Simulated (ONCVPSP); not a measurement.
## Transferability test, ONCV potential for C (Z = 6)

carbon (C), optimised norm-conserving Vanderbilt (ONCV), made with ONCVPSP 4.0.1 (LDA (Perdew-Wang 92), scalar-relativistic). Core [He], reference 2s1 2p3. Waves: 2s: rc 1.35 bohr, ncon 5, nbas 10, qcut 5.4 1/bohr, 2 projectors, debl 0.4 Ha; 2p: rc 3.15 bohr, ncon 4, nbas 9, qcut 3.4 1/bohr, 2 projectors, debl 3.6 Ha. Local part: polynomial inside 1.15 bohr (lpopt 5, dvloc0 0 Ha). Core correction: Teter function, parameters optimised by the program.

In the s channel the program set the typed energies aside and used -0.517, 0.250 Ha.

Energies are relative to the spin-unpolarised reference configuration 2s1 2p3; without spin polarisation the order of configurations can differ from experiment.

Problem. Give the all-electron excitation energy and the error of the potential for: 2s2 2p2; 2s2 2p1; 2s2 2p0; 2s0 2p4.

Solution.

```json
{"valence configuration": "2s2 2p2", "charge": "0", "ΔE all-electron (eV)": "-8.241", "error AE − PS (meV)": "-115"}
{"valence configuration": "2s2 2p1", "charge": "+1", "ΔE all-electron (eV)": "2.744", "error AE − PS (meV)": "+495"}
{"valence configuration": "2s2 2p0", "charge": "+2", "ΔE all-electron (eV)": "27.002", "error AE − PS (meV)": "+2966"}
{"valence configuration": "2s0 2p4", "charge": "0", "ΔE all-electron (eV)": "8.275", "error AE − PS (meV)": "-125"}
```

Note: no bound ghost flagged; GHOST(+) flagged for p at 85.2 eV.
